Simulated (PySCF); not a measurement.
C₅H₆NO₂S (charge -1).
Structure used (GFN2-xTB), in Å, numbered top down from 1:
```xyz
15
C5H6NO2S angstrom
C      1.813   -1.030   -0.330
N      1.810    0.399   -0.212
C      0.725    1.056   -0.116
C     -0.662    0.636   -0.087
C     -1.636    1.441   -0.666
S     -1.415    2.895   -1.441
C     -1.131   -0.529    0.603
O     -2.214   -1.085    0.466
O     -0.282   -1.000    1.580
H      0.895   -1.439   -0.775
H      2.668   -1.306   -0.955
H      1.947   -1.486    0.655
H      0.856    2.137   -0.141
H     -2.660    1.082   -0.594
H     -0.717   -1.762    1.989
```

Computed at PBE0/pcSseg-1 (PySCF, non-relativistic), with Q(14N) = 0.02044 b, Q(33S) = −0.0678 b, Q(17O) = −0.0256 b: N2, 14N (I = 1): χzz = -4.844 MHz, η = 0.092; S6, 33S (I = 3/2): χzz = 35.69 MHz, η = 0.564; O8, 17O (I = 5/2): χzz = 8.495 MHz, η = 0.271; O9, 17O (I = 5/2): χzz = -10.35 MHz, η = 0.616.

(1) Find the zero-field quadrupole resonance frequencies of 14N at N2.

(2) Find the zero-field quadrupole resonance frequencies of 33S at S6.

(3) Where would the pure quadrupole (NQR) lines of 17O at O8 fall for the rigid, isolated species?

(4) Where would the pure quadrupole (NQR) lines of 17O at O9 fall for the rigid, isolated species?

Results:

(1) From ν± = (3/4)|χ|(1 ± η/3) and ν0 = |χ|η/2: ν+ 3.745 MHz, ν− 3.521 MHz, ν0 0.223 MHz (imine nitrogen).

(2) From ν = (|χ|/2)√(1 + η²/3): ν = 18.77 MHz (sulfur bonded to C).

(3) From the eigenvalues of H = χ/[4I(2I − 1)] × [3Iz² − I(I + 1) + η(Ix² − Iy²)], steps between neighbouring levels, labelled as for η = 0: ±1/2↔±3/2 1.372 MHz, ±3/2↔±5/2 2.512 MHz (acid carbonyl oxygen).

(4) From the eigenvalues of H = χ/[4I(2I − 1)] × [3Iz² − I(I + 1) + η(Ix² − Iy²)], steps between neighbouring levels, labelled as for η = 0: ±1/2↔±3/2 2.093 MHz, ±3/2↔±5/2 2.917 MHz (acid hydroxyl oxygen).

In a crystal, neighbours and librations shift these lines. The pcSseg-1 basis has no diffuse functions, a weakness for an anion. GFN2-xTB bond lengths can be off by several hundredths of an ångström, more for odd bonds, and the gradients follow them. These gradients aren't converged with respect to the basis.

One conformer stands for the species.
